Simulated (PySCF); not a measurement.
C₄H₁₁AlO (SMILES CC[O][AlH][CH2]C), singlet, at a GFN2-xTB geometry (such geometries of metal compounds can be far from the true shape); CAMB3LYP/6-31G, polarisability by finite fields run with PySCF.

Input for PySCF:
```python
from pyscf import gto, scf, dft

mol = gto.M(
    atom='''
Al   -0.62770021    0.67268672   -0.01875958
H    -1.58998940    1.76753915    0.46232122
C    -0.52983802    0.21692995   -1.97163447
C    -1.51369798    1.10283678   -2.74641748
H    -0.76652582   -0.83885503   -2.16499728
H     0.48034484    0.35676092   -2.38159724
H    -1.27322208    2.15615501   -2.60610779
H    -2.53091862    0.95124374   -2.38686391
H    -1.49347376    0.88723703   -3.81535414
O     0.24694300   -0.02459256    1.18809161
C     1.02139160   -0.66643220    2.15850358
C     1.87266504   -1.77016498    1.54324497
H     1.66779641    0.07599293    2.64219488
H     0.35437937   -1.09110698    2.91852481
H     2.53595056   -1.34831888    0.79172837
H     2.46581770   -2.25744169    2.31274341
H     1.23127559   -2.50641059    1.06436977
''',
    basis='6-31g',
    verbose=4,
)

mf = dft.RKS(mol)
mf.xc = 'camb3lyp'
mf.conv_tol = 1e-11
mf.kernel()
h0, z, done = mf.get_hcore(), mol.intor('int1e_r')[2], []
def energy(F):
    f = mf.copy()
    f.scf_summary = {}
    f.get_hcore = lambda *a: h0 + F * z
    e = f.kernel(mf.make_rdm1())
    done.append(f.converged)
    return e
F = 0.005
alpha = -(energy(F) + energy(-F) - 2 * mf.e_tot) / F**2
print('alpha_zz =', alpha)
```

What the program printed (banner, timings and long lists left out):

```
PySCF version 2.14.0

[INPUT] verbose = 4
[INPUT] num. atoms = 17
[INPUT] num. electrons = 56
[INPUT] charge = 0
[INPUT] spin (= nelec alpha-beta = 2S) = 0
[INPUT] symmetry False subgroup None
[INPUT] Mole.unit = angstrom
[INPUT] Symbol           X                Y                Z      unit          X                Y                Z       unit  Magmom
[INPUT]  1 Al    -0.627700210000   0.672686720000  -0.018759580000 AA   -1.186181485232   1.271193668432  -0.035450468412 Bohr   0.0
[INPUT]  2 H     -1.589989400000   1.767539150000   0.462321220000 AA   -3.004644506962   3.340164907947   0.873660487375 Bohr   0.0
[INPUT]  3 C     -0.529838020000   0.216929950000  -1.971634470000 AA   -1.001248748182   0.409938193716  -3.725849166052 Bohr   0.0
[INPUT]  4 C     -1.513697980000   1.102836780000  -2.746417480000 AA   -2.860474617507   2.084059474297  -5.189976860918 Bohr   0.0
[INPUT]  5 H     -0.766525820000  -0.838855030000  -2.164997280000 AA   -1.448523867208  -1.585206264914  -4.091251919628 Bohr   0.0
[INPUT]  6 H      0.480344840000   0.356760920000  -2.381597240000 AA    0.907720192948   0.674180430748  -4.500566522620 Bohr   0.0
[INPUT]  7 H     -1.273222080000   2.156155010000  -2.606107790000 AA   -2.406041026949   4.074542451009  -4.924829974196 Bohr   0.0
[INPUT]  8 H     -2.530918620000   0.951243740000  -2.386863910000 AA   -4.782743035362   1.797590146307  -4.510519086509 Bohr   0.0
[INPUT]  9 H     -1.493473760000   0.887237030000  -3.815354140000 AA   -2.822256380624   1.676634994273  -7.209974392825 Bohr   0.0
[INPUT] 10 O      0.246943000000  -0.024592560000   1.188091610000 AA    0.466654638378  -0.046473203102   2.245167753794 Bohr   0.0
[INPUT] 11 C      1.021391600000  -0.666432200000   2.158503580000 AA    1.930150389931  -1.259374338591   4.078980605093 Bohr   0.0
[INPUT] 12 C      1.872665040000  -1.770164980000   1.543244970000 AA    3.538824048648  -3.345127007496   2.916310336413 Bohr   0.0
[INPUT] 13 H      1.667796410000   0.075992930000   2.642194880000 AA    3.151678446433   0.143605825103   4.993024690928 Bohr   0.0
[INPUT] 14 H      0.354379370000  -1.091106980000   2.918524810000 AA    0.669679953496  -2.061893364801   5.515212578648 Bohr   0.0
[INPUT] 15 H      2.535950560000  -1.348318880000   0.791728370000 AA    4.792252023837  -2.547953411780   1.496149784348 Bohr   0.0
[INPUT] 16 H      2.465817700000  -2.257441690000   2.312743410000 AA    4.659720126105  -4.265946536275   4.370451641293 Bohr   0.0
[INPUT] 17 H      1.231275590000  -2.506410590000   1.064369770000 AA    2.326773648962  -4.736429570810   2.011367360566 Bohr   0.0

nuclear repulsion = 281.281121794327
number of shells = 54
number of NR pGTOs = 200
number of NR cGTOs = 80
basis = 6-31g
ecp = {}

******** <class 'pyscf.dft.rks.RKS'> ********
method = RKS
initial guess = minao
damping factor = 0
level_shift factor = 0
DIIS = <class 'pyscf.scf.diis.CDIIS'>
diis_start_cycle = 1
diis_space = 8
diis_damp = 0
SCF conv_tol = 1e-11
SCF conv_tol_grad = None
SCF max_cycles = 50
direct_scf = True
direct_scf_tol = 1e-13
XC library pyscf.dft.libxc version 7.1.2
    S. Lehtola, C. Steigemann, M. J. T. Oliveira, and M. A. L. Marques,  SoftwareX 7, 1–5 (2018)
XC functionals = camb3lyp
    T. Yanai, D. P. Tew, and N. C. Handy,  Chem. Phys. Lett. 393, 51 (2004)
radial grids:
    Treutler-Ahlrichs [JCP 102, 346 (1995); DOI:10.1063/1.469408] (M4) radial grids

becke partition: Becke, JCP 88, 2547 (1988); DOI:10.1063/1.454033
pruning grids: <function nwchem_prune>
grids dens level: 3
symmetrized grids: False
atomic radii adjust function: <function treutler_atomic_radii_adjust>
small_rho_cutoff = 0
Set gradient conv threshold to 3.16228e-06
Initial guess from minao.
tot grids = 197624
init E= -476.901506053856
  HOMO = -0.30290800365631  LUMO = -0.030908071019667  gap/eV = 7.40150
cycle= 1 E= -476.388627674815  delta_E= 0.513  |g|= 0.771  |ddm|= 3.38
  HOMO = -0.154613588697757  LUMO = 0.0500794504527067  gap/eV = 5.56998
cycle= 2 E= -476.26597324178  delta_E= 0.123  |g|= 1.13  |ddm|= 1.47
  HOMO = -0.296397929770058  LUMO = 0.0191994151170103  gap/eV = 8.58784
cycle= 3 E= -476.51122053675  delta_E= -0.245  |g|= 0.098  |ddm|= 0.945
  HOMO = -0.303137216939239  LUMO = 0.02111206679837  gap/eV = 8.82327
cycle= 4 E= -476.513278054972  delta_E= -0.00206  |g|= 0.0383  |ddm|= 0.116
  HOMO = -0.300889550200689  LUMO = 0.0220089941926491  gap/eV = 8.78652
cycle= 5 E= -476.513673024553  delta_E= -0.000395  |g|= 0.00337  |ddm|= 0.0364
  HOMO = -0.301295721896303  LUMO = 0.0218380139004739  gap/eV = 8.79292
cycle= 6 E= -476.51367627547  delta_E= -3.25e-06  |g|= 0.00165  |ddm|= 0.00563
  HOMO = -0.301214488264062  LUMO = 0.0218299744140964  gap/eV = 8.79049
cycle= 7 E= -476.513677053387  delta_E= -7.78e-07  |g|= 0.000175  |ddm|= 0.00186
  HOMO = -0.301209432431097  LUMO = 0.0218366542328539  gap/eV = 8.79053
cycle= 8 E= -476.513677065374  delta_E= -1.2e-08  |g|= 3.48e-05  |ddm|= 0.000374
  HOMO = -0.301211688495388  LUMO = 0.0218347494561646  gap/eV = 8.79054
cycle= 9 E= -476.513677065762  delta_E= -3.88e-10  |g|= 1.47e-05  |ddm|= 6.9e-05
  HOMO = -0.301211275767914  LUMO = 0.0218349605129657  gap/eV = 8.79054
cycle= 10 E= -476.513677065825  delta_E= -6.32e-11  |g|= 2.31e-06  |ddm|= 1.85e-05
  HOMO = -0.301211167272966  LUMO = 0.0218352181604733  gap/eV = 8.79054
cycle= 11 E= -476.513677065827  delta_E= -1.59e-12  |g|= 4e-07  |ddm|= 4.68e-06
  HOMO = -0.301211187231594  LUMO = 0.0218351666173007  gap/eV = 8.79054
Extra cycle  E= -476.513677065831  delta_E= -4.09e-12  |g|= 3.42e-07  |ddm|= 8.42e-07
converged SCF energy = -476.513677065831

******** <class 'pyscf.dft.rks.RKS'> ********
method = RKS
initial guess = minao
damping factor = 0
level_shift factor = 0
DIIS = <class 'pyscf.scf.diis.CDIIS'>
diis_start_cycle = 1
diis_space = 8
diis_damp = 0
SCF conv_tol = 1e-11
SCF conv_tol_grad = None
SCF max_cycles = 50
direct_scf = True
direct_scf_tol = 1e-13
XC library pyscf.dft.libxc version 7.1.2
    S. Lehtola, C. Steigemann, M. J. T. Oliveira, and M. A. L. Marques,  SoftwareX 7, 1–5 (2018)
XC functionals = camb3lyp
    T. Yanai, D. P. Tew, and N. C. Handy,  Chem. Phys. Lett. 393, 51 (2004)
radial grids:
    Treutler-Ahlrichs [JCP 102, 346 (1995); DOI:10.1063/1.469408] (M4) radial grids

becke partition: Becke, JCP 88, 2547 (1988); DOI:10.1063/1.454033
pruning grids: <function nwchem_prune>
grids dens level: 3
symmetrized grids: False
atomic radii adjust function: <function treutler_atomic_radii_adjust>
small_rho_cutoff = 0
Overwritten attributes  get_hcore  of <class 'pyscf.dft.rks.RKS'>
Set gradient conv threshold to 3.16228e-06
init E= -476.513787088328
  HOMO = -0.300621962122085  LUMO = 0.0220626550879914  gap/eV = 8.78070
cycle= 1 E= -476.51469989141  delta_E= -0.000913  |g|= 0.01  |ddm|= 0.138
  HOMO = -0.302785593812243  LUMO = 0.0211773577612444  gap/eV = 8.81548
cycle= 2 E= -476.514724148219  delta_E= -2.43e-05  |g|= 0.00854  |ddm|= 0.028
  HOMO = -0.302164751564211  LUMO = 0.0214093374320075  gap/eV = 8.80490
cycle= 3 E= -476.514739365969  delta_E= -1.52e-05  |g|= 0.00274  |ddm|= 0.00857
  HOMO = -0.302420849310134  LUMO = 0.0213930277809691  gap/eV = 8.81142
cycle= 4 E= -476.514740940546  delta_E= -1.57e-06  |g|= 0.00076  |ddm|= 0.00355
  HOMO = -0.302361852461339  LUMO = 0.0214109852116355  gap/eV = 8.81031
cycle= 5 E= -476.514741104283  delta_E= -1.64e-07  |g|= 0.000209  |ddm|= 0.00109
  HOMO = -0.302390168324456  LUMO = 0.0214003195315766  gap/eV = 8.81079
cycle= 6 E= -476.514741118481  delta_E= -1.42e-08  |g|= 3.08e-05  |ddm|= 0.000402
  HOMO = -0.30238846683933  LUMO = 0.0214014070750144  gap/eV = 8.81077
cycle= 7 E= -476.514741118826  delta_E= -3.45e-10  |g|= 1.51e-05  |ddm|= 6.41e-05
  HOMO = -0.302390084349215  LUMO = 0.021401316517081  gap/eV = 8.81081
cycle= 8 E= -476.514741118898  delta_E= -7.22e-11  |g|= 1.27e-06  |ddm|= 2.38e-05
  HOMO = -0.30239013858791  LUMO = 0.0214012376252186  gap/eV = 8.81081
cycle= 9 E= -476.514741118899  delta_E= -1.02e-12  |g|= 3.94e-07  |ddm|= 4.25e-06
  HOMO = -0.302390130581852  LUMO = 0.0214012710867197  gap/eV = 8.81081
Extra cycle  E= -476.514741118902  delta_E= -2.61e-12  |g|= 3.04e-07  |ddm|= 8.72e-07
converged SCF energy = -476.514741118902

******** <class 'pyscf.dft.rks.RKS'> ********
method = RKS
initial guess = minao
damping factor = 0
level_shift factor = 0
DIIS = <class 'pyscf.scf.diis.CDIIS'>
diis_start_cycle = 1
diis_space = 8
diis_damp = 0
SCF conv_tol = 1e-11
SCF conv_tol_grad = None
SCF max_cycles = 50
direct_scf = True
direct_scf_tol = 1e-13
XC library pyscf.dft.libxc version 7.1.2
    S. Lehtola, C. Steigemann, M. J. T. Oliveira, and M. A. L. Marques,  SoftwareX 7, 1–5 (2018)
XC functionals = camb3lyp
    T. Yanai, D. P. Tew, and N. C. Handy,  Chem. Phys. Lett. 393, 51 (2004)
radial grids:
    Treutler-Ahlrichs [JCP 102, 346 (1995); DOI:10.1063/1.469408] (M4) radial grids

becke partition: Becke, JCP 88, 2547 (1988); DOI:10.1063/1.454033
pruning grids: <function nwchem_prune>
grids dens level: 3
symmetrized grids: False
atomic radii adjust function: <function treutler_atomic_radii_adjust>
small_rho_cutoff = 0
Set gradient conv threshold to 3.16228e-06
init E= -476.513567043327
  HOMO = -0.295385492804108  LUMO = 0.0212817379887713  gap/eV = 8.61695
cycle= 1 E= -476.514480373329  delta_E= -0.000913  |g|= 0.00977  |ddm|= 0.137
  HOMO = -0.296733700040669  LUMO = 0.0222533837678844  gap/eV = 8.68008
cycle= 2 E= -476.514506773784  delta_E= -2.64e-05  |g|= 0.00773  |ddm|= 0.0279
  HOMO = -0.296516080222675  LUMO = 0.0220271043852782  gap/eV = 8.66800
cycle= 3 E= -476.514519960059  delta_E= -1.32e-05  |g|= 0.00261  |ddm|= 0.00817
  HOMO = -0.296501219000667  LUMO = 0.0220312558590925  gap/eV = 8.66771
cycle= 4 E= -476.514521421055  delta_E= -1.46e-06  |g|= 0.000794  |ddm|= 0.00355
  HOMO = -0.296608907739136  LUMO = 0.0220145499653921  gap/eV = 8.67019
cycle= 5 E= -476.514521588067  delta_E= -1.67e-07  |g|= 0.000215  |ddm|= 0.00104
  HOMO = -0.296585728177388  LUMO = 0.0220264914805752  gap/eV = 8.66988
cycle= 6 E= -476.514521602825  delta_E= -1.48e-08  |g|= 3.05e-05  |ddm|= 0.000419
  HOMO = -0.296588718383737  LUMO = 0.0220251987762796  gap/eV = 8.66993
cycle= 7 E= -476.514521603177  delta_E= -3.53e-10  |g|= 1.52e-05  |ddm|= 6.46e-05
  HOMO = -0.296587418791184  LUMO = 0.0220252707532997  gap/eV = 8.66989
cycle= 8 E= -476.514521603246  delta_E= -6.88e-11  |g|= 1.28e-06  |ddm|= 2.38e-05
  HOMO = -0.296587325664904  LUMO = 0.022025399907122  gap/eV = 8.66989
cycle= 9 E= -476.514521603249  delta_E= -2.73e-12  |g|= 3.08e-07  |ddm|= 4.17e-06
  HOMO = -0.296587373937279  LUMO = 0.0220253583095817  gap/eV = 8.66989
Extra cycle  E= -476.514521603251  delta_E= -1.82e-12  |g|= 2.11e-07  |ddm|= 7.66e-07
converged SCF energy = -476.514521603251
alpha_zz = 76.34361961663672
```
